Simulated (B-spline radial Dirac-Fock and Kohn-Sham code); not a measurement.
**Run log: K**

ΔSCF core binding energies without Breit or QED terms, calculated with an atomic code on a B-spline grid. Keys: rel is the Hamiltonian (dirac, or spin-free x2c and nr, where L3 and M5 stand for the whole 2p and 3d shells), method is hf or an exchange,correlation pair (spin-unpolarised, also for the hole states), nuc the nuclear model, radius_factor scales its radius, rmax is the box in bohr, h the logarithmic mesh step, order the B-spline order, points the quadrature points per cell, c_factor scales the speed of light, and damp, ndamp, maxit and tol steer the iteration. The run stops when the commutator error falls below 10·tol·max(1, Z/10), or the numerical noise floor, and the energy has settled to about 1e-8 Ha; the virial ratio is −V/T.

Input (task.json):

```json
{"items": [{"Z": 19, "q": 0, "cfg": [[1, 0, 2], [2, 0, 2], [2, 1, 6], [3, 0, 2], [3, 1, 6], [4, 0, 1]], "A": 39, "rrms": 3.4349, "do": "settings", "holes": ["K", "L3", "M5"],
  "settings": [{"rel": "dirac", "method": "hf", "nuc": "fermi", "radius_factor": 1.0, "rmax": 45.0, "h": 2.0, "order": 8, "points": 10, "c_factor": 1.0, "maxit": 66, "damp": 0.5, "ndamp": 3, "tol": 1e-08}]}]}
```

Command: `python xray2_run.py task.json out`

Ground-state iterations:

```
iter   energy (Ha)        error
   1     -547.19128911  3.13e+00
   2     -550.40685876  1.90e-01
   3     -550.51242643  8.33e-02
   4     -550.53682263  3.66e-02
   5     -550.54384685  4.21e-03
   6     -550.54394257  4.58e-04
   7     -550.54394703  2.22e-05
   8     -550.54394703  3.70e-07
   9     -550.54394703  3.28e-08
```

The ground state converged in 9 iterations, with total energy -550.54395 Ha, virial ratio 2.42789 and highest orbital energy -4.15 eV. ΔSCF binding energies: K (1s) 3360.1 eV, L3 (2p3/2) 335.7 eV. Holes are computed only in closed shells, and unreliable hole states are left out.

Question: One setting is unsound. Which, and why?

Answer: h is too large to resolve the orbitals. With the default settings (Dirac Hartree-Fock): The ground state converged in 10 iterations, with total energy -601.52594 Ha, virial ratio 1.99214 and highest orbital energy -4.03 eV. ΔSCF binding energies: K (1s) 3618.0 eV, L3 (2p3/2) 300.5 eV. Holes are computed only in closed shells, and unreliable hole states are left out.
